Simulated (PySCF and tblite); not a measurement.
The numbers below are computed, except where a source is named.
System: 1-methyl-1,2,3,6-tetrahydropyridine, C₆H₁₁N, numbered as in [CH3:1][N:2]1[CH2:3][CH:4]=[CH:5][CH2:6][CH2:7]1.

Motion: pyramidal inversion at N2. GFN2-xTB gives an electronic barrier of 6.2 kcal/mol and a reaction energy of 0.0 kcal/mol.

**Question.** What does PBE0/pcSseg-1 + D3(BJ), IEF-PCM dimethylsulfoxide give on GFN2-xTB geometries?

**Answer.** A barrier of 6.2 kcal/mol, 0.0 below the tight-binding barrier (from unrounded values), a reaction energy of -1.7 kcal/mol and, with GFN2-xTB thermal terms, ΔG‡(298 K) = 4.7 kcal/mol and k = 2.4×10⁹ s⁻¹ (1 equivalent path).

Programs: tblite and PySCF.
